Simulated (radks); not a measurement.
Results of a calculation; reference values are marked as such.
Neutral indium inside a hard spherical wall (all orbitals vanish at R), configuration held at [Kr] 4d10 5s2 5p1 and not refilled when levels cross. Code: a radial shooting solver on a logarithmic mesh with Libxc functionals. Model: scalar-relativistic Kohn-Sham, PBEsol, spin-unpolarised, spherical densities, point nucleus. Eigenvalues in eV, with the zero of energy where the potential of the charges vanishes at infinity; a dash marks a level that is unbound or too diffuse for the functional's potential to be trusted. A positive occupied level is held by the wall or, in an anion where self-interaction has pushed it up, behind a barrier. The pressure on the wall is -dE/dV.

R (bohr)  E (hartree)  kinetic (hartree)    e(4p)    e(4d)   e(5s)   e(5p)  e(6s, empty)  e(5d, empty)  pressure (GPa)
free      -5878.95932           6127.293  -78.019  -18.591  -8.256  -2.519             -             -               0
20        -5878.95932           6127.293  -78.019  -18.591  -8.256  -2.519        -0.294         0.632        < 0.0001
15        -5878.95931           6127.294  -78.015  -18.588  -8.253  -2.516        -0.145         0.982        0.000158
7         -5878.94197           6127.389  -77.279  -17.862  -7.673  -1.693         5.084         4.900           0.789
6         -5878.91256           6127.534  -76.577  -17.177  -7.080  -0.767         9.257         7.278            3.14
3         -5876.95254           6135.205  -62.815   -4.009  12.842  26.029        95.080        51.124             854
2.5       -5874.10846           6145.743  -51.777    7.223  35.185  53.224        166.36        86.997            3470
2         -5865.12513           6177.632  -27.716   33.670  94.955  121.46        324.26        166.88           18700
